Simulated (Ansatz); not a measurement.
`O=[CH][SnH2][GeH3]` + `[SnH4]` → `[GeH3][SnH3]` + `O=[CH][SnH3]`  (formal exchange of groups at a Ge–Sn bond)

Program: Ansatz. Geometries: PBE0-D4/def2-TZVP. ΔE: electronic, gas phase. CCSD(T)/CBS adds triple-zeta CCSD(T) − MP2 to the extrapolated MP2 energy (def2 sets, frozen cores). DFT in def2-TZVPP. B3LYP here is the variant with VWN-RPA as its local correlation; programs differ in this. HSE06 is defined as in plane-wave codes. Elements past krypton have def2 core potentials. For Ge, Sn outer-core shells are correlated without core-valence functions, which leaves a few kJ/mol of doubt a bond. Scalar relativity is left out up to krypton. Each species was taken in one conformer, which may not be the lowest.

```tsv
level	ΔE (kJ/mol)	difference from CCSD(T)/CBS
PBE-D4	4.5	1.8
revPBE-D4	4.6	1.9
BLYP-D4	4.7	2.0
r2SCAN-D4	4.4	1.7
B97M-V	3.5	0.8
PBE0-D4	3.6	0.9
B3LYP-D4	4.0	1.3
r2SCANh-D4	4.0	1.3
r2SCAN0-D4	3.6	0.9
HSE06-D4	3.7	1.0
CAM-B3LYP-D4	3.1	0.4
ωB97X-V	2.6	-0.1
ωB97M-V	2.7	0.0
B2PLYP	3.3	0.6
PBE-QIDH	3.2	0.5
PBE	3.6	0.9
revPBE	3.5	0.8
BLYP	3.4	0.7
r2SCAN	4.0	1.3
PBE0	2.8	0.1
B3LYP	2.7	0.0
r2SCANh	3.6	0.9
r2SCAN0	3.1	0.4
BHLYP	2.0	-0.7
CAM-B3LYP	2.1	-0.6
LC-ωPBE	1.8	-0.9
RPA@PBE/def2-TZVPP	3.2	0.5
HF/def2-SVP	1.8	-0.9
MP2/def2-SVP	4.6	1.9
CCSD/def2-SVP	3.4	0.7
CCSD(T)/def2-SVP	4.1	1.4
HF/def2-TZVPP	1.2	-1.5
SCS-MP2/def2-TZVPP	3.7	1.0
CCSD/def2-TZVPP	2.8	0.1
CCSD(T)/def2-TZVPP	3.6	0.9
HF/def2-QZVPP	1.0	-1.7
MP2/def2-QZVPP	3.7	1.0
SCS-MP2/def2-QZVPP	3.1	0.4
HF/CBS(def2)	1.0	-1.7
CCSD/CBS(def2)	1.9	-0.8
CCSD(T)/CBS	2.7	0
```

Largest T1 diagnostic among the species: 0.016.

Leaving LDA and LC-ωPBE aside and taking each functional with its dispersion term where it has one, the values spread over 2.2 kJ/mol, from ωB97X-V to BLYP-D4.

CCSD(T)/CBS has its own doubt, a few kJ/mol and more with outer-core shells, so smaller differences from it don't rank the levels.
